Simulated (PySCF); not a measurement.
CH₁₂N₂Si₃, SMILES N[SiH](N)C[SiH2][SiH3].

Geometry optimised at PBE0-D3(BJ)/def2-SVP. The structure was generated by enumeration, and PubChem lists no compound with its InChIKey, so it may never have been made. Other conformers were not sampled.

Two levels are set side by side: TDA-PBE/def2-SVPD (PySCF) and TDA-LC-ωPBE/def2-SVPD (PySCF). Vertical, same geometry. The lowest singlet is HOMO→LUMO 99 % with PBE and HOMO→LUMO 37 %, HOMO→LUMO+2 23 %, HOMO−1→LUMO+2 9 % with the other functional; states are paired by order. Differences are taken from unrounded values.

```tsv
quantity	TDA-LC-ωPBE
lowest singlet excitation (eV)	7.16
lowest triplet excitation (TDA) (eV)	6.42
```

What does TDA-PBE give, and how far is it from TDA-LC-ωPBE? (Estimate from the structure and the level; the computed values follow.)


```
quantity                              TDA-PBE  TDA-PBE minus TDA-LC-ωPBE
------------------------------------  -------  -------------------------
lowest singlet excitation (eV)           5.32                      -1.84
lowest triplet excitation (TDA) (eV)     5.22                      -1.19
```

Functionals without exact exchange tend to place singlet excitations lower, as here. Differences between two approximate levels are no errors against the true value.

Rough cost on one machine, each run with all the roots and properties that it gave: TDA-LC-ωPBE against TDA-PBE about 4 times.
